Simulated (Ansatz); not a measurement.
Mulliken charges of CHBrClFO, SMILES `OC(F)(Cl)Br` from ωB97M-V/def2-TZVPP in Ansatz (PBE0-D4/def2-TZVP geometry).

```csv
atom,x (Å),y (Å),z (Å),charge (e)
O1,-0.697,-0.644,-0.644,-0.220
C2,0.231,0.055,0.028,0.230
F3,0.836,-0.705,0.961,-0.138
Cl4,-0.471,1.451,0.891,-0.058
Br5,1.565,0.638,-1.242,-0.014
H6,-1.422,-0.859,-0.041,0.200
```

**Question.** By hand: the dipole of these point charges (1 e Å = 4.8032 D).

**Answer.** Σ q r = (-0.188, -0.013, -0.027) e Å, of length 0.190 e Å = 0.91 D.

**Question.** How does the dipole of the full density compare? (Estimate.)

**Answer.** Ansatz gave: (-0.306, -0.094, 0.081) e Å, 1.59 D; the point charges give 0.57 times that, at 26° from its direction.

Point charges leave out the atoms' own dipoles, such as those of lone pairs, and Mulliken's split depends on the basis, so the two needn't agree.
